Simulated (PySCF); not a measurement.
[Fe(SH)3]-: Fe(II) (d6), charge -1. The structure is a model geometry with rigid ligands and bond lengths from ionic radii, not a minimum; coordination trigonal planar, point group C3h, metal–donor distances 2.34 Å.

```
7

Fe    0.0000    0.0000    0.0000
S     2.3400    0.0000    0.0000
H     2.5900    1.3200    0.0000
S    -1.1700    2.0265    0.0000
H    -2.4382    1.5830    0.0000
S    -1.1700   -2.0265    0.0000
H    -0.1518   -2.9030    0.0000
```

Method (PySCF 2.14, density fitting): CASSCF(6,5) with orbitals averaged over all microstates of the shell, strongly contracted NEVPT2 on the averaged canonical orbitals; basis x2c-TZVPall on the metal, x2c-SVPall elsewhere; spin-free X2C; gas phase; spin-orbit coupling by state interaction with the mean-field operator over all roots.

Which term lies lowest, and with what spin?

5A' (S = 2, orbital degeneracy 1), orbital occupations from the lowest 2.0 1.0 1.0 1.0 1.0, by NEVPT2.

Where do the spin-allowed transitions within the shell lie?

By NEVPT2: 5E'' at 2245 cm⁻¹; 5E' at 5018 cm⁻¹. The strongest, at 5018 cm⁻¹, has f = 3.3e-05.

Which is the lowest state of another spin?

3E' at 20682 cm⁻¹ by NEVPT2; CASSCF alone puts it at 21626 cm⁻¹ above the same ground state.

What ligand-field parameters describe the result?

At CASSCF level (the NEVPT2 levels don't fit a ligand-field model well): orbital energies 0, 1153, 1153, 3954, 3954 cm⁻¹; B = 1088 cm⁻¹; C = 4084 cm⁻¹; B over its free-ion value at the same level 0.921; rms of the fit 150 cm⁻¹; ζ = 391 cm⁻¹ (free ion 412).

What are the magnetic parameters?

The ground multiplet follows a spin Hamiltonian with S = 2, g = 1.995, 2.236, 2.236, D = 13.18 cm⁻¹, E/|D| = 0.00 (spin-orbit part alone); the lowest levels hold 98 % of the spin-free ground state. μeff is 5.39 μB at 300 K and 4.74 μB at 10 K; the spin-only value is 4.90 μB.

The geometry is a model, and the complex may not exist in this form. NEVPT2 lifts 5E' from 3858 to 5018 cm⁻¹; on the d shell alone such lifts tend to overshoot. Gaps between spin states lean to high spin in this active space.

The job took 11 s on one thread of Intel Xeon Platinum 8488C (shared host), with 117 basis functions, launched as `OMP_NUM_THREADS=1 python lf_run.py task.json out`.
